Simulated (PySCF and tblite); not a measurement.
Values are calculated unless marked as measured or tabulated.
## Conformers and averaged properties: C10H9BrO, numbered as in [CH3:1][C:2](=[O:3])[c:4]1[c:5]([Br:6])[cH:7][cH:8][c:9]2[c:10]1[CH2:11][CH2:12]2

Search: ETKDG and KDG, MMFF94s, GFN2-xTB, 60 starts; geometries at GFN2-xTB. Energies: PBE0-D3(BJ)/def2-SVP, with GFN2-xTB thermal terms (modes under about 100 cm⁻¹ blended into free rotors). Symmetry numbers and mirror images are counted. Conformers within 2.5 kcal/mol (GFN2-xTB free energy) were kept, 2 at most. GIAO shieldings: wB97X-D/6-31G*. (PySCF 2.14, tblite 0.8.)

Torsions listed: O3–C2–C4–C5. The 4-ring runs over atoms 9–10–11–12. Of a mirror pair one member is shown.

```json
{"conformer": "1", "shape": "4-ring flat; 136°", "symmetry": "C1 (pair)", "E(GFN2) kcal/mol": "0.05", "E(DFT) kcal/mol": "0.00", "G(298.15 K) kcal/mol": "0.00", "weight %": "85.1", "dipole D": "2.70"}
{"conformer": "2", "shape": "4-ring flat; 25°", "symmetry": "C1 (pair)", "E(GFN2) kcal/mol": "0.00", "E(DFT) kcal/mol": "0.76", "G(298.15 K) kcal/mol": "1.03", "weight %": "14.9", "dipole D": "4.64"}
```

Weights (%) against temperature:

| T (K) | 1 | 2 | S(mix) cal/mol/K |
| --- | --- | --- | --- |
| 250 | 88.4 | 11.6 | 2.09 |
| 298.15 | 85.1 | 14.9 | 2.21 |
| 350 | 82.0 | 18.0 | 2.31 |

Coordinates of conformer 1 (Å):

```xyz
21

C    -3.043   -0.628    0.250
C    -1.822   -0.675   -0.630
O    -1.732   -1.415   -1.579
C    -0.665    0.183   -0.233
C    -0.686    1.538    0.133
Br   -2.314    2.536    0.083
C     0.454    2.244    0.487
C     1.714    1.645    0.517
C     1.750    0.322    0.154
C     0.601   -0.373   -0.217
C     1.351   -1.650   -0.470
C     2.636   -0.877   -0.057
H    -3.781    0.033   -0.202
H    -3.480   -1.624    0.295
H    -2.814   -0.270    1.249
H     0.356    3.288    0.743
H     2.585    2.215    0.800
H     1.079   -2.478    0.181
H     1.322   -1.987   -1.504
H     3.377   -0.763   -0.846
H     3.123   -1.247    0.843
```

Coordinates of conformer 2 (Å):

```xyz
21

C     2.362   -1.363   -0.356
C     2.194    0.061    0.109
O     3.116    0.718    0.526
C     0.807    0.589    0.033
C     0.517    1.963   -0.070
Br    1.919    3.239   -0.221
C    -0.777    2.462   -0.106
C    -1.890    1.627   -0.021
C    -1.618    0.285    0.083
C    -0.318   -0.217    0.099
C    -0.790   -1.642    0.241
C    -2.239   -1.079    0.217
H     3.421   -1.584   -0.464
H     1.849   -1.521   -1.301
H     1.937   -2.035    0.386
H    -0.916    3.529   -0.197
H    -2.888    2.035   -0.038
H    -0.507   -2.125    1.175
H    -0.544   -2.296   -0.593
H    -2.838   -1.396   -0.634
H    -2.806   -1.235    1.133
```

Spin–orbit effects of the heavy atoms on shieldings are missing.

Search and properties took 120 s on 1 thread of AMD EPYC 9B45, on a host shared with other jobs (rough), launched as `OMP_NUM_THREADS=1 python ens_run.py task.json out`.
